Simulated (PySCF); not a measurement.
## Basis-set dependence of population analyses: `CSBOC(F)F`

Species: C₂H₅BF₂OS.
Structure used (PBE0-D3(BJ)/def2-SVP), in Å, numbered top down from 1:
```xyz
12
C2H5BF2OS angstrom
C      2.2490   -0.0194    0.4728
S      1.2594    1.3333    1.1770
B     -0.3953    0.9054    0.6862
O     -0.6238   -0.2212   -0.0541
C     -1.8683   -0.5675   -0.4902
F     -2.0533   -1.8676   -0.2498
F     -1.9353   -0.3833   -1.8142
H      2.0564   -0.9569    1.0105
H      2.0174   -0.1559   -0.5909
H      3.3043    0.2572    0.5893
H     -1.3025    1.6287    1.0216
H     -2.6670    0.0180   -0.0014
```

PBE0 throughout (PySCF), one geometry, spherical d and f functions. The structure is a single PBE0-D3(BJ)/def2-SVP conformer in the gas phase; no vibrational or solvent corrections. Atoms taken as equivalent share a column and are averaged. The first 7 of 9 kinds of atom are listed.

Mulliken charges (e):

```tsv
basis	functions	C1	S2	B3	O4	C5	F6/F7	H8/H9/H10
STO-3G	44	-0.311	+0.119	+0.092	-0.259	+0.270	-0.104	+0.093
6-31G	77	-0.739	+0.157	+0.215	-0.514	+0.597	-0.280	+0.223
pcSseg-0	77	-0.901	-0.072	+0.385	-0.647	+0.760	-0.340	+0.289
6-31G*	112	-0.689	+0.028	+0.178	-0.405	+0.669	-0.297	+0.224
cc-pVDZ	127	-0.198	-0.068	+0.067	-0.160	+0.470	-0.180	+0.090
def2-SVP	127	-0.179	-0.102	+0.094	-0.212	+0.532	-0.203	+0.096
pcSseg-1	151	-0.404	-0.165	+0.315	-0.470	+0.699	-0.275	+0.161
aug-cc-pVDZ	210	+0.264	-0.004	-0.101	-0.606	+1.574	-0.399	-0.157
6-311+G(2d,p)	227	-0.539	-0.053	+0.363	-0.530	+0.533	-0.251	+0.184
def2-TZVP	253	-0.348	-0.093	+0.082	-0.202	+0.364	-0.174	+0.153
cc-pVTZ	284	-0.282	-0.042	+0.031	-0.154	+0.409	-0.163	+0.122
IGLO-III	304	-0.510	+0.072	+0.318	-0.352	+0.388	-0.202	+0.163
pcSseg-2	329	-0.095	-0.078	+0.300	-0.429	+0.652	-0.246	+0.070
```

IAO charges (e):

| basis | functions | C1 | S2 | B3 | O4 | C5 | F6/F7 | H8/H9/H10 |
| --- | --- | --- | --- | --- | --- | --- | --- | --- |
| STO-3G | 44 | -0.483 | +0.195 | -0.003 | -0.266 | +0.322 | -0.135 | +0.139 |
| 6-31G | 77 | -0.514 | +0.109 | +0.053 | -0.359 | +0.550 | -0.266 | +0.176 |
| pcSseg-0 | 77 | -0.505 | +0.096 | +0.053 | -0.356 | +0.563 | -0.263 | +0.174 |
| 6-31G* | 112 | -0.499 | +0.110 | +0.087 | -0.379 | +0.627 | -0.284 | +0.165 |
| cc-pVDZ | 127 | -0.495 | +0.114 | +0.075 | -0.370 | +0.621 | -0.284 | +0.164 |
| def2-SVP | 127 | -0.486 | +0.120 | +0.074 | -0.369 | +0.623 | -0.285 | +0.161 |
| pcSseg-1 | 151 | -0.496 | +0.119 | +0.074 | -0.376 | +0.624 | -0.289 | +0.165 |
| aug-cc-pVDZ | 210 | -0.503 | +0.113 | +0.080 | -0.374 | +0.627 | -0.294 | +0.167 |
| 6-311+G(2d,p) | 227 | -0.511 | +0.122 | +0.080 | -0.378 | +0.626 | -0.295 | +0.169 |
| def2-TZVP | 253 | -0.514 | +0.124 | +0.083 | -0.380 | +0.636 | -0.296 | +0.168 |
| cc-pVTZ | 284 | -0.512 | +0.117 | +0.085 | -0.380 | +0.634 | -0.294 | +0.169 |
| IGLO-III | 304 | -0.515 | +0.128 | +0.079 | -0.379 | +0.631 | -0.296 | +0.169 |
| pcSseg-2 | 329 | -0.514 | +0.123 | +0.083 | -0.381 | +0.635 | -0.296 | +0.169 |

Hirshfeld charges (e):

```tsv
basis	functions	C1	S2	B3	O4	C5	F6/F7	H8/H9/H10
STO-3G	44	-0.036	+0.015	+0.090	-0.153	+0.245	-0.074	+0.022
6-31G	77	-0.090	-0.036	+0.121	-0.171	+0.223	-0.106	+0.053
pcSseg-0	77	-0.095	-0.011	+0.116	-0.163	+0.220	-0.102	+0.047
6-31G*	112	-0.089	-0.052	+0.129	-0.158	+0.212	-0.099	+0.052
cc-pVDZ	127	-0.105	-0.018	+0.117	-0.148	+0.204	-0.095	+0.050
def2-SVP	127	-0.108	-0.005	+0.118	-0.156	+0.212	-0.100	+0.050
pcSseg-1	151	-0.112	-0.017	+0.134	-0.164	+0.215	-0.103	+0.051
aug-cc-pVDZ	210	-0.123	-0.008	+0.132	-0.167	+0.207	-0.103	+0.053
6-311+G(2d,p)	227	-0.115	-0.010	+0.133	-0.171	+0.210	-0.105	+0.053
def2-TZVP	253	-0.117	-0.012	+0.132	-0.166	+0.207	-0.102	+0.053
cc-pVTZ	284	-0.117	-0.015	+0.131	-0.162	+0.206	-0.100	+0.053
IGLO-III	304	-0.122	+0.004	+0.130	-0.171	+0.207	-0.103	+0.052
pcSseg-2	329	-0.123	-0.009	+0.135	-0.168	+0.206	-0.103	+0.054
```

Some averages cover members that differ in this geometry, most widely: H8/H9/H10, Mulliken in aug-cc-pVDZ -0.177 to -0.133 e.

Problem. Which scheme is steadiest as the basis changes?

Solution. Largest range over the bases for any column: Hirshfeld 0.09 e, IAO 0.31 e, Mulliken 1.30 e. Hirshfeld charges move least and Mulliken charges most, counted in e. Without the minimal STO-3G basis the ranges are Hirshfeld 0.06, IAO 0.09, Mulliken 1.21 e.

Problem. How much do the charges still move between the two largest bases, IGLO-III and pcSseg-2?

Solution. At most, over all atoms: Mulliken 0.415 e, IAO 0.005 e, Hirshfeld 0.012 e.

Problem. What do the same runs give for the total energy, the frontier levels and the dipole moment?

Solution. 
| basis | energy (Eh) | HOMO (eV) | LUMO (eV) | μ (D) |
| --- | --- | --- | --- | --- |
| STO-3G | -767.1800 | -4.35 | 3.55 | 0.30 |
| 6-31G | -776.5483 | -7.66 | -0.40 | 0.59 |
| pcSseg-0 | -775.3618 | -7.88 | -0.56 | 0.54 |
| 6-31G* | -776.6835 | -7.48 | -0.15 | 0.40 |
| cc-pVDZ | -776.7334 | -7.50 | -0.29 | 0.57 |
| def2-SVP | -776.3037 | -7.55 | -0.32 | 0.62 |
| pcSseg-1 | -776.6625 | -7.68 | -0.51 | 0.58 |
| aug-cc-pVDZ | -776.7647 | -7.64 | -0.61 | 0.75 |
| 6-311+G(2d,p) | -776.8456 | -7.63 | -0.62 | 0.83 |
| def2-TZVP | -776.8863 | -7.62 | -0.53 | 0.77 |
| cc-pVTZ | -776.8734 | -7.61 | -0.47 | 0.69 |
| IGLO-III | -776.8903 | -7.61 | -0.56 | 0.85 |
| pcSseg-2 | -776.8923 | -7.66 | -0.59 | 0.75 |

The dipole is fixed by the density alone, so its range of 0.55 D shows that the density itself changes with the basis, not only its division among atoms.
